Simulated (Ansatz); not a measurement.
Start from `F[SiH2]F` and change one element to get `[F][SnH2][F]`.

Ansatz, PBE0-D4/def2-TZVP geometries, multiplicity 1. 

Elements past krypton have def2 core potentials.

```
                                                                                  property  `F[SiH2]F`
ideal-gas entropy at 298 K and 1 bar (rigid rotor, harmonic PBE0-D4/def2-TZVP) / J/(mol·K)         262
                                                       HOMO–LUMO gap (PBE/def2-TZVPP) / eV        7.78
                                          size of the dipole moment (B3LYP/def2-TZVPP) / D        1.47
                                                       HOMO energy (B3LYP/def2-TZVPP) / eV       -9.69
                                                       LUMO energy (B3LYP/def2-TZVPP) / eV        0.04
                                                        LUMO energy (PBE0/def2-TZVPP) / eV        0.31
```

Problem. What does the change do to each property? (Best estimate.)

Solution. The calculation gave: 
```csv
property,`[F][SnH2][F]`,shift
"ideal-gas entropy at 298 K and 1 bar (rigid rotor, harmonic PBE0-D4/def2-TZVP) / J/(mol·K)",292,30
HOMO–LUMO gap (PBE/def2-TZVPP) / eV,6.35,-1.43
size of the dipole moment (B3LYP/def2-TZVPP) / D,3.43,1.96
HOMO energy (B3LYP/def2-TZVPP) / eV,-9.66,0.03
LUMO energy (B3LYP/def2-TZVPP) / eV,-1.34,-1.38
LUMO energy (PBE0/def2-TZVPP) / eV,-0.96,-1.27
```

Dipoles are sizes alone; their direction can turn.

B3LYP here is the variant with VWN-RPA as its local correlation; programs differ in this.
